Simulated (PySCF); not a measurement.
**Dipole moment and polarisability of `CC(=O)[SiH2]C(=O)O`**

Compound: C3H6O3Si.
Atom-mapped SMILES: `[CH3:1][C:2](=[O:3])[SiH2:4][C:5](=[O:6])[OH:7]` (hydrogens: H8, H9, H10 on C1; H11, H12 on Si4; H13 on O7)

Geometry (GFN2-xTB, Å), atoms numbered from 1 in this order:
```xyz
13
C3H6O3Si angstrom
C     -1.877    0.592    0.210
C     -0.929    0.733   -0.945
O     -1.010    1.621   -1.762
Si     0.482   -0.583   -1.050
C      1.430   -0.432    0.619
O      0.934   -0.242    1.702
O      2.746   -0.568    0.452
H     -2.407   -0.354    0.119
H     -1.299    0.556    1.133
H     -2.589    1.413    0.239
H      1.410   -0.321   -2.140
H     -0.117   -1.920   -1.072
H      3.222   -0.494    1.299
```

Level: CAM-B3LYP/def2-SVPD (PySCF), static field, nuclei fixed, core orbitals frozen in the response. The polarisability tensor in these axes (au):

```
x   80.18 -8.69  0.95
y   -8.69 65.06 -2.96
z    0.95 -2.96 75.13
```

Problem. What are the eigenvalues, a third of the trace, and Δα (Δα² = ½Σ(αi − αj)² over the three pairs)?

Solution. Principal values 60.74, 75.02 and 84.61 au; mean 73.46 au = 10.89 Å³ = 12.11 × 10⁻⁴⁰ C²·m²/J; Δα = 20.81 au (28 % of the mean).

Problem. What is the dipole moment, and where does it point?

Solution. (0.99, -2.13, 0.78) D, 2.48 D in size, pointing from the negative to the positive side. Measured along this direction, the outermost atoms are O3 at the negative end and H13 at the positive end.

Problem. What molar refraction does this α imply?

Solution. Lorentz–Lorenz: R = (4π/3)N_A α = 2.5225 cm³/(mol·Å³) × 10.89 Å³ = 27.5 cm³/mol, in the limit of long wavelengths.

Problem. Along which axes do the principal values lie, and how far do the nuclei extend along each?

Solution. Largest value along (0.88, -0.42, 0.22), where the nuclei span 6.15 Å; middle along (-0.27, -0.05, 0.96), 3.83 Å; least along (0.40, 0.90, 0.16), 2.99 Å. The response follows the extents in order.

Problem. What would n − 1 = 2πNα be for an ideal gas of these molecules at 500 K and 1 atm, electronic part alone?

Solution. N = p/kT = 1.4678 × 10¹⁹ cm⁻³, so n − 1 = 2π × N × 10.89 × 10⁻²⁴ cm³ = 1004 × 10⁻⁶ at long wavelengths.

The structure is a single GFN2-xTB conformer in the gas phase; no vibrational or solvent corrections.
